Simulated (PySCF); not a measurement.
Trend along the alkali metals: MB molecules

PBE with triple-zeta basis sets in PySCF, for the lowest determinant that a PBE0 search found; no spin–orbit coupling. De refers to high-spin ground-configuration atoms. A positive dipole means M(−)B(+).

```csv
M,basis,state (unpaired electrons),Re (Å),ωe (cm⁻¹),De (eV),μ (D)
Li,def2-TZVPP,"triplet (σ ↑, π ↑)",2.151,521,1.41,-5.27
Na,def2-TZVPP,"triplet (σ ↑, π ↑)",2.504,315,1.06,-5.25
K,def2-TZVPP,"triplet (σ ↑, π ↑)",2.885,254,1.07,-6.75
Rb,x2c-TZVPPall,"triplet (σ ↑, π ↑)",2.982,231,1.10,-6.87
```

The shortest bond is that of LiB (2.151 Å), the longest that of RbB (2.982 Å).

The rows differ in basis set, which adds steps of its own.

Down a group the atoms grow and get heavier, so bonds lengthen and wavenumbers fall; this series shows no clear exception.

Spin–orbit coupling is left out. States were picked by a PBE0 search and need not be the measured ground states.
